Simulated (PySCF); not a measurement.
Magnetic susceptibility: `[NH2][GeH2][c]1ccco1`, C4H7GeNO

Geometry (Å), atoms numbered from 1 in this order:
```xyz
14

N     2.6939   -0.6182    0.5365
Ge    1.6896    0.5586   -0.3994
C    -0.2281    0.2667   -0.1923
C    -1.3491    1.0462   -0.1924
C    -2.4456    0.1783    0.0146
C    -1.9156   -1.0690    0.1288
O    -0.5823   -1.0273    0.0061
H     2.5783   -0.6029    1.5410
H     2.6297   -1.5809    0.2329
H     2.0466    1.9280    0.0883
H     2.1076    0.3911   -1.8288
H    -1.3795    2.1090   -0.3273
H    -3.4805    0.4480    0.0736
H    -2.3659   -2.0282    0.2960
```

Level of theory: GIAO KT3/pcSseg-1 magnetisability, rotational g tensor and spin-rotation constants, non-relativistic, gas phase in PySCF. Geometry: GFN2-xTB.

The calculation is non-relativistic, which matters for the atoms heavier than Zn.

(1) How diamagnetic is it, and how anisotropic?

(2) Split it along the inertial axes a, b, c into diamagnetic and paramagnetic parts about the centre of mass, with the quadrupole moment.

(3) And the rotational g tensor?

Results:

(1) Isotropic -1300 × 10⁻³⁰ J/T², or -78.3 × 10⁻⁶ cm³/mol; principal values -1734, -1109, -1056 × 10⁻³⁰ J/T², anisotropy 654 × 10⁻³⁰ J/T² (root of half the summed squared differences of the principal values). The susceptibility is in cgs units.

(2) 
```tsv
axis	χ (10⁻⁶ cm³/mol)	diamagnetic (10⁻⁶ cm³/mol)	paramagnetic (10⁻⁶ cm³/mol)	summed x² of all electrons (Å²)	quadrupole Θ (D Å)
a	-67.0	-344.2	277.3	254.2	-1.96
b	-65.7	-1158.8	1093.1	62.1	+5.25
c	-102.1	-1341.9	1239.9	19.0	-3.29
```
Anisotropies 2χaa − χbb − χcc = +33.9 and 2χbb − χaa − χcc = +37.6 × 10⁻⁶ cm³/mol. Θ is traceless in Buckingham's convention.

(3) 
```
axis  rotational constant (GHz)        g  nuclear part  electronic part
   a                     5.1193  -0.0563        0.6106          -0.6669
   b                     1.0738  -0.0146        0.5369          -0.5515
   c                     0.9214  +0.0054        0.5421          -0.5367
```
Asymmetric top; isotopes 12C, 74Ge, 1H, 14N, 16O; no vibrational averaging.
